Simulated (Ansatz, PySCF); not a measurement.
Species: GaCl (charge 0, singlet). SMILES: [Cl][Ga]
Coordinates optimised at B3LYP-D3(BJ)/def2-TZVP (Ansatz, a first-principles code):
```
Ga
Cl 1 2.2389
```

Wanted: atomisation energy (electronic, to ground-state atoms), in kcal/mol. Cores are frozen in the correlated levels unless marked. UHF or UKS for open shells. Spin-orbit coupling is left out. The frozen core is the preceding noble-gas configuration, with the filled d and f shells of earlier blocks. Non-relativistic. The coupled-cluster limit lacks core correlation, which all-electron functionals hold. CBS(X,Y): correlation extrapolated as X^-3; Hartree-Fock from the larger set. The bracket is a focal-point correction in the basis named.

```csv
level,program,atomisation energy (kcal/mol),minus last row,rough core time
HF/def2-TZVPPD,Ansatz,83.9,-29.1,-
SVWN5/def2-TZVPD,Ansatz,128.7,15.7,under 20 s
TPSS/def2-TZVPD,PySCF,113.2,0.2,-
r2SCAN-D3(BJ)/def2-TZVPD,Ansatz + dftd3,114.0,1.0,under 20 s
B3LYP/def2-TZVPD,Ansatz,109.6,-3.4,under 20 s
PBE0-D3(BJ)/def2-TZVP,Ansatz + dftd3,112.4,-0.6,under 20 s
PW6B95-D4/def2-TZVPD,PySCF + dftd4,114.4,1.4,-
HSE06-D3(BJ)/def2-TZVPD,Ansatz + dftd3,112.6,-0.4,under 20 s
wB97X/def2-TZVPD,Ansatz,114.1,1.1,under 20 s
B2PLYP/def2-TZVPD,Ansatz,110.8,-2.2,under 20 s
"CCSD/CBS(def2-TZVPPD,def2-QZVPPD)",Ansatz,109.8,-3.2,-
CCSD(T)/def2-QZVPPD,Ansatz,111.3,-1.7,22 s
"RI-MP2/CBS(def2-TZVPPD,def2-QZVPPD)+[CCSD(T)-MP2]/def2-SVPD",Ansatz,113.1,0.1,under 20 s
"RI-MP2/CBS(def2-TZVPPD,def2-QZVPPD)+[CCSD(T)-MP2]/def2-TZVPPD",Ansatz,112.6,-0.4,under 20 s
"CCSD(T)/CBS(def2-TZVPPD,def2-QZVPPD)",Ansatz,113.0,0.0,26 s
```

Core times are rough, on shared machines, summed over the molecules involved; a dash marks a level read off another run, or run on other hardware, by another program or under a memory cap.
